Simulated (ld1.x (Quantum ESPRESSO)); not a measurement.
## palladium (Pd): PAW pseudisation with PBE, scalar-relativistic reference atom.

palladium, PAW, made with ld1.x (Quantum ESPRESSO) 7.5 (PBE, scalar-relativistic). Core [Ar] 3d10, reference 4s2 4p6 4d10 5s0 5p0. Waves: 4s (bound): rcut 0.35, rcutus 0.40 bohr; 5s (bound, empty): rcut 0.35, rcutus 0.40 bohr; 4p (bound): rcut 1.60, rcutus 1.85 bohr; 5p (bound, empty): rcut 1.60, rcutus 1.85 bohr; 4d (bound): rcut 1.60, rcutus 2.15 bohr; 4d channel at 0.1 Ry: rcut 1.60, rcutus 2.15 bohr. Local part: all-electron potential smoothed inside 0.95 bohr (lloc = -1). Core correction: Bessel-smoothed model core, default radius (core density twice the valence density). Augmentation charge: PSQ, inside the norm-conserving radii.

All-electron outer shells of the reference configuration (PBE, scalar-relativistic, ld1.x):

```
shell  level (eV)  outermost node (bohr)  outermost maximum (bohr)
   3p     -516.07                   0.15                      0.34
   3d     -325.51                      –                      0.28
   4s      -85.33                   0.45                      0.85
   4p      -51.20                   0.46                      0.91
   4d       -4.05                   0.45                      1.10
   5s       -3.32                   1.15                      2.67
   5p       -0.31                   1.32                      4.52
```

Is a potential produced?

No. ld1.x (Quantum ESPRESSO) 7.5 stopped with "new_paw_hamiltonian: negative rho": the pseudo-density turned negative during the self-consistent test, most likely because a state had been found with a wrong node count and its wave set to zero before. The 4s radius of 0.40 bohr lies inside the outermost node of the all-electron wave at 0.45 bohr. Before that it printed "Warning: n=1, l=0 expected 0 nodes, found 1".
